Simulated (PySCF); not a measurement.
## How the method changes the constants of BeGa

State: ²Π (doublet), unpaired electrons π ↑. Set-up: PySCF, spin-free X2C with a Gaussian nucleus, basis sets Be jorge-DZP-DKH, Ga jorge-DZP-DKH. De refers to Be + Ga in their high-spin ground configurations, without counterpoise correction. The functionals are run spin-unrestricted. A positive dipole means Be(−)Ga(+). Levels whose curve was spin-contaminated or gave no clean fit are not listed.

| Level | Re (Å) | ωe (cm⁻¹) | De (eV) | μ (D) |
| --- | --- | --- | --- | --- |
| UHF-MP2 | 2.339 | 422 | 0.60 | n/a |
| UHF-SCS-MP2 | 2.358 | 399 | 0.475 | n/a |
| UHF-CCSD | 2.382 | 345 | 0.485 | n/a |
| UHF-CCSD(T) | 2.357 | 371 | 0.61 | n/a |
| PBE | 2.332 | 389 | 1.11 | 0.33 |
| PW91 | 2.327 | 390 | 1.13 | 0.30 |
| r²SCANh | 2.317 | 398 | 1.02 | -0.08 |
| PBE0 | 2.347 | 379 | 0.90 | 0.13 |
| M06 | 2.371 | 364 | 0.90 | 0.23 |
| ωB97X | 2.348 | 362 | 0.67 | -0.15 |

The bond length runs from 2.317 Å (r²SCANh) to 2.382 Å (UHF-CCSD). De spans 0.48 eV (UHF-SCS-MP2, perturbation theory) to 1.13 eV (PW91, GGA).

Correlated steps freeze 9 core orbitals. Correlated levels converge slowly with the basis: in double zeta they bind strong bonds too weakly, by up to about 1 eV, and carry superposition errors of some tenths. Spin–orbit coupling is left out. The state was picked by a PBE0 search and need not be the measured ground state.
